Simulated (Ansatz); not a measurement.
Ansatz results at the PBE0-D4/def2-TZVP geometry: HOMO–LUMO gap (PBE/def2-TZVPP) 5.02 eV; LUMO energy (PBE/def2-TZVPP) -0.97 eV; HOMO energy (ωB97M-V/def2-TZVPP) -9.39 eV.

Each molecule was computed in one conformer, which needn't be the lowest.

(1) Which molecule gave them?
A. `COB(N)[SiH3]`
B. `C[Si](O)([SiH3])S`
C. `CS[SiH2]O[SiH3]`
D. `OC(O)(O)I`

## Answers

(1) C. The others give `OC(O)(O)I`: 3.80, -2.25, -9.41; `C[Si](O)([SiH3])S`: 5.40, -0.77, -9.47; `COB(N)[SiH3]`: 5.54, -0.70, -10.02.
